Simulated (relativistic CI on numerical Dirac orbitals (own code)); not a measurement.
## d8 in a ligand field

Computed with a parametric ligand-field model of a d^n configuration (Racah B and C, spin-orbit zeta, crystal field), exact diagonalisation.

Field parameters in Wybourne normalisation: Td as Oh with Dq negative (B⁴₀ = 21Dq, B⁴₄ = √(5/14) B⁴₀). The field is a parameter set, without covalency.

B = 900 cm⁻¹, C = 3200 cm⁻¹ (C/B = 3.56), Td, no spin-orbit coupling. Tanabe-Sugano data, E/B above the lowest term (Δ = |10Dq|; b, c mark the second and third term of a kind):

```tsv
Δ/B	3T1	3T2	3A2	1T2	1E	1A1
1.0	0.00	0.81	1.81	12.46	12.92	20.09
2.8	0.00	2.31	5.11	12.95	13.77	21.71
4.6	0.00	3.87	8.47	13.28	14.11	23.14
6.4	0.00	5.46	11.86	13.48	14.23	24.38
8.2	0.00	7.09	15.29	13.60	14.25	25.44
10.0	0.00	8.74	18.74	13.67	14.24	26.33
11.8	0.00	10.41	22.21	13.70	14.20	27.08
13.6	0.00	12.09	25.69	13.72	14.15	27.71
15.4	0.00	13.80	29.20	13.72	14.11	28.23
17.2	0.00	15.51	32.71	13.71	14.06	28.68
19.0	0.00	17.23	36.23	13.70	14.02	29.06
20.8	0.00	18.96	39.76	13.69	13.98	29.38
```

The ground term stays 3T1.
